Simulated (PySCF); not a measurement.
# Run times: germanium in even-tempered 19s12p8d4f4g

Measured wall times of calculations with PySCF 2.14 in an uncontracted even-tempered set (19 s from 0.81 bohr⁻², ratio 2.5; 12 p from 1.1 bohr⁻², ratio 2.5; 8 d from 1.1 bohr⁻², ratio 2.5; 4 f from 3.7 bohr⁻², ratio 2.7; 4 g from 5.6 bohr⁻², ratio 2.7), with scalar relativity by spin-free X2C-1e, run from one Python driver. Hardware: 2 threads of Neoverse-V1 on a shared host, 2.6 GiB allowed. The two-electron integrals over 159 functions were computed once and kept in memory (1.5 CPU seconds with the set-up); the times below exclude them. Kohn-Sham runs start from converged Hartree-Fock orbitals.

Launch command (the driver calls PySCF for each step listed in the task file):

```bash
OMP_NUM_THREADS=2 python atomrun2.py TASK.json OUT
```

```csv
species,step,iterations,wall time (s)
Ge¹²⁺ [Ar] 3d2,UHF with spin-orbit constants,4,12
Ge¹²⁺ [Ar] 3d2,LDA,5,1.7
Ge¹²⁺ [Ar] 3d2,PBE,5,2.1
Ge¹²⁺ [Ar] 3d2,PBE0,5,5
Ge¹²⁺ [Ar] 3d2,MP2 (10 electrons),,2.5
Ge¹³⁺ [Ar] 3d1,UHF with spin-orbit constants,5,11
Ge¹³⁺ [Ar] 3d1,LDA,5,1.6
Ge¹³⁺ [Ar] 3d1,PBE,5,1.9
Ge¹³⁺ [Ar] 3d1,PBE0,5,4.2
Ge¹³⁺ [Ar] 3d1,r2SCAN,5,5.3
Ge¹³⁺ [Ar] 3d1,MP2 (9 electrons),,2.1
```

Q: Roughly how long does r2SCAN take for Ge¹²⁺ [Ar] 3d2 here?

A: About 5.6 s.

Peak memory of the process: 1 GiB. Times on a shared host vary from run to run.
